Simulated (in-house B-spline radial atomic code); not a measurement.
Configurations of Er, with energies counted from [Xe] 4f12 6s2. Level of theory: scalar-relativistic (X2C) CAM-B3LYP, spin-polarised, spherical fractional occupations, Fermi nucleus of rms radius 5.2516 fm; calculated with a B-spline radial code for spherical atoms. Shells without spins written out take the highest spin.

Caution: exact exchange at fractional occupations of open shells leaves self-interaction of up to several eV.

Occupations are held fixed; configurations that lie above the ionisation limit could autoionise.

```json
{"configuration": "[Xe] 4f11 5f1 6s2", "E - E(ref) (eV)": "9.441", "highest orbital": "5f up", "its <r> (bohr)": "22.59"}
{"configuration": "[Xe] 4f(7 up, 4 down) 6s2 7f(1 up, 0 down)", "E - E(ref) (eV)": "9.7019", "highest orbital": "7f up", "its <r> (bohr)": "51.73"}
{"configuration": "[Xe] 4f(5 up, 6 down) 6s2 6d(1 up, 0 down)", "E - E(ref) (eV)": "13.833", "highest orbital": "6d up", "its <r> (bohr)": "13.74"}
{"configuration": "[Kr] 4d10 4f12 5s2 5p5 5d1 6s2", "E - E(ref) (eV)": "29.631", "highest orbital": "5d up", "its <r> (bohr)": "3.103"}
{"configuration": "[Kr] 4d10 4f(6 up, 6 down) 5s2 5p(2 up, 3 down) 6s2 6f(1 up, 0 down)", "E - E(ref) (eV)": "35.876", "highest orbital": "6f up", "its <r> (bohr)": "35.62"}
{"configuration": "[Kr] 4d9 4f13 5s2 5p6 6s2", "E - E(ref) (eV)": "165.94", "highest orbital": "6s down", "its <r> (bohr)": "4.05"}
{"configuration": "[Kr] 4d9 4f12 5s2 5p6 6s2 6d1", "E - E(ref) (eV)": "177.03", "highest orbital": "6d up", "its <r> (bohr)": "13.68"}
```

Q: Order these further configurations by energy, lowest first.
A. [Xe] 4f(6 up, 5 down) 6s2 6p(1 up, 0 down)
B. [Xe] 4f(6 up, 6 down) 6s2
C. [Xe] 4f12 6s1 7d1
D. [Xe] 4f12 6s1 6p1
E. [Xe] 4f12 6s1 7p1

A: B (2.3575 eV), D (3.1353 eV), E (4.929 eV), C (5.5378 eV), A (11.386 eV).

Q: How far above the reference does [Kr] 4d10 4f12 5s2 5p5 6s2 7s1 lie?

A: 31.303 eV; its least bound orbital is 7s up with <r> = 9.393 bohr.

Q: How far above the reference does [Kr] 4d10 4f12 5s2 5p5 6s2 7p1 lie?

A: 32.341 eV; its least bound orbital is 7p up with <r> = 13.59 bohr.
